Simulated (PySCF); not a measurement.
# Radial density of Kr (krypton, neutral)

UHF, [Ar] 3d10 4s1 4p6 5s1, high-spin 3S determinant (an excited configuration). Calculation: PySCF 2.14, in aug-cc-pVTZ-PP with one added diffuse shell each of s, d, f type with ECP10MDF (7s5p5d3f, 68 functions); scalar relativity through the core potential. This is the valence pseudo-density: the core potential removes the inner electrons and smooths the orbitals near the nucleus.

| r (bohr) | 4πr²ρ (e/bohr) | 4πr²(ρα − ρβ) |
| --- | --- | --- |
| 0.000574 | 5.204e-05 | 0.0000 |
| 0.000966 | 0.0001468 | 0.0000 |
| 0.00162 | 0.0004123 | 0.0000 |
| 0.00273 | 0.001142 | 0.0001 |
| 0.00460 | 0.003054 | 0.0003 |
| 0.00773 | 0.007522 | 0.0008 |
| 0.0130 | 0.01619 | 0.0017 |
| 0.0219 | 0.03078 | 0.0031 |
| 0.0368 | 0.05232 | 0.0045 |
| 0.0619 | 0.1552 | 0.0051 |
| 0.104 | 1.081 | 0.0056 |
| 0.175 | 6.623 | 0.0203 |
| 0.295 | 24.78 | 0.1646 |
| 0.495 | 35.08 | 0.1323 |
| 0.833 | 10.98 | 0.2746 |
| 1.40 | 5.253 | 1.0153 |
| 2.36 | 2.185 | 0.1474 |
| 3.97 | 0.3308 | 0.1717 |
| 6.67 | 0.1380 | 0.1376 |
| 11.2 | 0.01165 | 0.0117 |

Energies and moments cover only the electrons outside the core potential. The outer electron is Rydberg-like, and this basis confines it to a smaller radius and binds it less than a complete one would.
